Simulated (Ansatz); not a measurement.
# A family of molecules: the atomisation energy (no zero-point term)

Gas-phase molecules, one atom swapped for its congeners: C5H12 (neopentane) `CC(C)(C)C`; C4H12Ge `C[C](C)(C)[GeH3]`; C4H12Sn `C[C](C)(C)[SnH3]`. The Si member is missing. All are singlets with charge 0.

Shapes, held fixed at every level: PBE0-D4/def2-TZVP. Programs: Ansatz 0.2.0. Values in eV.

| level | C5H12 | C4H12Ge | C4H12Sn |
| --- | --- | --- | --- |
| HF/def2-TZVPP | 53.01 | 48.59 | 46.99 |
| SPW92/def2-TZVPP | 78.07 | 72.26 | 70.56 |
| PBE-D4/def2-TZVPP | 70.32 | 64.78 | 63.16 |
| B3LYP-D4/def2-TZVPP | 69.40 | 64.12 | 62.52 |
| BHLYP-D4/def2-TZVPP | 68.09 | 63.01 | 61.40 |
| B2PLYP/def2-TZVPP | 68.71 | 63.47 | 61.79 |
| MP2/def2-TZVPP | 68.46 | 63.28 | 61.48 |

At MP2/def2-TZVPP the atomisation energy falls at every step, from 68.46 to 61.48 eV. Every level shows the same order. For atoms past krypton def2 sets carry core potentials with scalar relativity. Relativity is left out for Ge. Outer-core shells of Ge, Sn are correlated in most correlated rows, in sets that cover them unevenly. Spin-orbit coupling, which grows down the group, is left out (summed over each molecule's free atoms 0.02, 0.13, 0.32 eV).
